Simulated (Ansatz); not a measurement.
BH₆N₃, SMILES `NB(N)N`. Total charge 0; spin multiplicity 1. The geometry is a stationary point of PBE0-D4/def2-TZVP. It is one conformer, not always the lowest.

```xyz
10

N    -1.043    0.512   -0.830
B    -0.001   -0.002   -0.001
N    -0.325   -0.818    1.124
N     1.361    0.298   -0.297
H    -1.993    0.199   -0.757
H    -0.860    1.020   -1.675
H    -1.265   -0.957    1.440
H     0.365   -1.160    1.765
H     1.640    0.863   -1.076
H     2.121    0.045    0.306
```

(1) What is the dipole moment at ωB97M-V/def2-TZVPP? (Best estimate.)

(2) And with PBE, r2SCAN, B3LYP? (Best estimate.)

(3) Give the Mulliken charges with ωB97M-V, B3LYP, PBE in def2-TZVPP. (Estimate.)

Results:

(1) Ansatz gave: 0.07 D, with components (0.05, 0.04, 0.02) D in this frame, pointing from negative to positive charge.

(2) The calculation gave: PBE 0.07 D, r2SCAN 0.07 D, B3LYP 0.07 D.

(3) The calculation gave: 
```json
{"atom": "N1", "ωB97M-V": "-0.32", "B3LYP": "-0.37", "PBE": "-0.37"}
{"atom": "B2", "ωB97M-V": "0.35", "B3LYP": "0.31", "PBE": "0.26"}
{"atom": "N3", "ωB97M-V": "-0.33", "B3LYP": "-0.37", "PBE": "-0.37"}
{"atom": "N4", "ωB97M-V": "-0.33", "B3LYP": "-0.37", "PBE": "-0.37"}
{"atom": "H5", "ωB97M-V": "0.10", "B3LYP": "0.13", "PBE": "0.14"}
{"atom": "H6", "ωB97M-V": "0.10", "B3LYP": "0.13", "PBE": "0.14"}
{"atom": "H7", "ωB97M-V": "0.10", "B3LYP": "0.13", "PBE": "0.14"}
{"atom": "H8", "ωB97M-V": "0.10", "B3LYP": "0.13", "PBE": "0.14"}
{"atom": "H9", "ωB97M-V": "0.10", "B3LYP": "0.13", "PBE": "0.14"}
{"atom": "H10", "ωB97M-V": "0.10", "B3LYP": "0.13", "PBE": "0.14"}
```

B3LYP here is the variant with VWN-RPA as its local correlation; programs differ in this.
